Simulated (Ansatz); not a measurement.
PBE exchange is replaced step by step with exact exchange (0 % is PBE, 25 % PBE0; no dispersion term), basis def2-TZVPD, Ansatz. System: Sn3⁻ (the lowest doublet isomer of a short search). Charge -1, multiplicity 2. Geometry: r2SCAN-D4/def2-SVPD, each spin state at its own.

Geometry of the doublet:

```xyz
3

Sn   -0.949   -1.003    0.963
Sn   -0.592    1.009   -1.210
Sn    1.541   -0.007    0.247
```

In the def2 sets Sn takes a core potential; there is no spin–orbit coupling. At PBE-D4/def2-TZVPD the highest occupied level of the charge -1 doublet lies above zero (up to 0.05 eV). By energy differences its removal costs 2.09 eV (vertical, to the charge 0 triplet, at PBE-D4/def2-TZVPD); a positive level beside a positive removal energy at the same level points to self-interaction error. At PBE-D4/def2-TZVPD, PBE with 5 % exact exchange/def2-TZVPD, PBE with 10 % exact exchange/def2-TZVPD, PBE with 15 % exact exchange/def2-TZVPD and others the highest occupied level of the charge -1 quartet lies above zero (up to 0.92 eV). It is a level of α spin, whose loss leaves a triplet; that state wasn't run at this geometry and level. The electron is either unbound and held by the finite basis, or the level is raised by self-interaction error. At PBE0-D4/def2-TZVPD, PBE with 35 % exact exchange/def2-TZVPD, PBE with 50 % exact exchange/def2-TZVPD the charge -1 quartet is spin-contaminated (final ⟨S²⟩ up to 4.02, 3.75 for a pure state). The structure comes from a short search, and lower isomers may exist.

HOMO and LUMO are taken over both spins.

```tsv
exact exchange (%)	HOMO (eV)	LUMO (eV)	gap (eV)	⟨S²⟩	quartet − doublet (kJ/mol)
0	0.05	0.40	0.35	0.756	102.6
5	-0.09	0.52	0.61	0.757	102.1
10	-0.23	0.64	0.87	0.759	101.5
15	-0.37	0.77	1.14	0.761	100.9
25	-0.66	1.02	1.68	0.765	99.4
35	-0.96	1.27	2.23	0.769	97.5
50	-1.42	1.64	3.06	0.776	94.1
```
